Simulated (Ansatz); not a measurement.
```yaml
crystal:
  periodic: [false, false, false]
  atoms:
    - {symbol: Si, position_ang: [-1.530635, 1.529293, -0.618434]}
    - {symbol: Ge, position_ang: [-0.371656, -0.212089, 0.513890]}
    - {symbol: Si, position_ang: [1.703817, 0.600410, 1.344520]}
    - {symbol: Si, position_ang: [0.003777, -2.034211, -0.968218]}
    - {symbol: H, position_ang: [-2.833025, 1.038757, -1.142381]}
    - {symbol: H, position_ang: [-1.780654, 2.673909, 0.297385]}
    - {symbol: H, position_ang: [-0.704317, 2.003195, -1.760597]}
    - {symbol: H, position_ang: [-1.230811, -0.698355, 1.699682]}
    - {symbol: H, position_ang: [2.535166, 1.070843, 0.204575]}
    - {symbol: H, position_ang: [1.486112, 1.737478, 2.277810]}
    - {symbol: H, position_ang: [2.439855, -0.475470, 2.060107]}
    - {symbol: H, position_ang: [0.733869, -3.129915, -0.276981]}
    - {symbol: H, position_ang: [0.821726, -1.567564, -2.119370]}
    - {symbol: H, position_ang: [-1.286223, -2.565382, -1.483089]}
basis:
  gaussian: {orbitals: def2-TZVP}
magnetization: {spin_polarized: true, initial_magnetization: 6}
hamiltonian: {xc: {name: BLYP}}
accuracy: high
scf: {lower_state_search: off}
output: {forces: true}
```

```sh
$ ansatz run in.yaml --threads 4 --pin off --events-out ev --progress --plain --max-ram 11315MiB
```

Shortened log:

```
Functional definition: BLYP
4091 factors; integrals over basis functions are off by at most 1.4e-8 eV
mean field evaluation 1: about -80292.5538 eV, gradient 3.0e1 eV
mean field evaluation 2: about -80257.4946 eV, gradient 7.6e1 eV
mean field evaluation 4: about -80291.0915 eV, gradient 2.4e1 eV
mean field evaluation 8: about -80297.5626 eV, gradient 5.9e0 eV
mean field evaluation 16: about -80297.9700 eV, gradient 7.1e-2 eV
mean field evaluation 32: about -80297.9702 eV, gradient 6.5e-4 eV
mean field -80297.97018932 eV, -2950.8959765386 hartree, gradient 8.1e-8 eV, S^2 12.005638; 0 other end points of the search recorded, 0 dependent functions left out
reference -80297.97026711 eV, -2950.8959793970 hartree; 45, 39 occupied and 174, 180 virtual orbitals, 4091 factors
Total energy: -80297.97026711 eV, -2950.8959793970 hartree
Atom 0 at    -1.530635     1.529293    -0.618434 Å, force    -0.818989     0.978288    -0.543683 eV/Å
Atom 1 at    -0.371656    -0.212089     0.513890 Å, force     0.395578     2.383823    -2.877645 eV/Å
Atom 2 at     1.703817     0.600410     1.344520 Å, force     2.642680     0.702357     1.549713 eV/Å
Atom 3 at     0.003777    -2.034211    -0.968218 Å, force     0.415990    -2.799657    -1.524346 eV/Å
Atom 4 at    -2.833025     1.038757    -1.142381 Å, force    -0.611033     0.029226    -0.178636 eV/Å
Atom 5 at    -1.780654     2.673909     0.297385 Å, force    -0.291153     0.473816     0.246214 eV/Å
Atom 6 at    -0.704317     2.003195    -1.760597 Å, force     0.348443    -0.066743    -0.176071 eV/Å
Atom 7 at    -1.230811    -0.698355     1.699682 Å, force    -2.814748    -1.484640     3.770844 eV/Å
Atom 8 at     2.535166     1.070843     0.204575 Å, force     0.044803     0.121564    -0.391271 eV/Å
Atom 9 at     1.486112     1.737478     2.277810 Å, force    -0.226296     0.203335     0.044147 eV/Å
Atom 10 at     2.439855    -0.475470     2.060107 Å, force     0.584118    -0.398597     0.263278 eV/Å
Atom 11 at     0.733869    -3.129915    -0.276981 Å, force     0.463834    -0.553634     0.103862 eV/Å
Atom 12 at     0.821726    -1.567564    -2.119370 Å, force     0.155253     0.295503    -0.240102 eV/Å
Atom 13 at    -1.286223    -2.565382    -1.483089 Å, force    -0.288479     0.115359    -0.046304 eV/Å
Dipole moment:    -0.029735     0.021791    -0.001067 e Å
Checks for a lower state left out: stability, starts, cluster_reference, orbital_swaps, neighbouring_geometries, increment
```

Problem. What is wrong with this run?

Solution. The spin is set far too high for this molecule. The run converged. The result belongs to that input, not to the molecule as meant.
